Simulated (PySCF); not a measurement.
**A small calculation by hand: dipole moment from atomic charges**

Sb(OH)2(TeH) (H3O2SbTe), SMILES [OH][Sb]([OH])[TeH]. Atoms are numbered in the order given.

```xyz
7

Sb    -0.8100     0.3393     0.8736
O     -2.2644    -0.4872    -0.2492
H     -2.0904    -0.3284    -1.1995
O     -0.7224     2.2196     0.1587
H     -0.3676     2.1980    -0.7546
Te     1.2574    -0.6464    -0.8002
H      2.2766     0.5815    -0.2643
```

Coordinates come from a PBE-D3(BJ)/def2-SVP optimisation. The def2 effective core potentials stand for the cores of Sb, Te; spin–orbit coupling is left out. One conformer was computed; it need not be the lowest.

Charges (e) from PBE/def2-TZVP (PySCF):

```json
[
 {"atom": "Sb1", "Mulliken": "0.749", "ESP fit": "0.491"},
 {"atom": "O2", "Mulliken": "-0.595", "ESP fit": "-0.512"},
 {"atom": "H3", "Mulliken": "0.302", "ESP fit": "0.343"},
 {"atom": "O4", "Mulliken": "-0.589", "ESP fit": "-0.507"},
 {"atom": "H5", "Mulliken": "0.302", "ESP fit": "0.289"},
 {"atom": "Te6", "Mulliken": "-0.242", "ESP fit": "-0.171"},
 {"atom": "H7", "Mulliken": "0.073", "ESP fit": "0.066"}
]
```

The dipole moment of the full density is 1.07 D.

**Question.** What dipole moment does each set of point charges give, and which comes closer to that of the density?

**Answer.** 
μ = Σ q r, and 1 e Å = 4.8032 D.
Mulliken: Σ q r = (0.286, 0.000, 0.293) e Å, |μ| = 1.97 D.
ESP fit: Σ q r = (0.240, -0.038, -0.034) e Å, |μ| = 1.18 D.
ESP fit comes closer in size. Point charges leave out the atoms' own dipoles (lone pairs, polarised bonds); fits to the potential absorb them, partitions of the density don't.
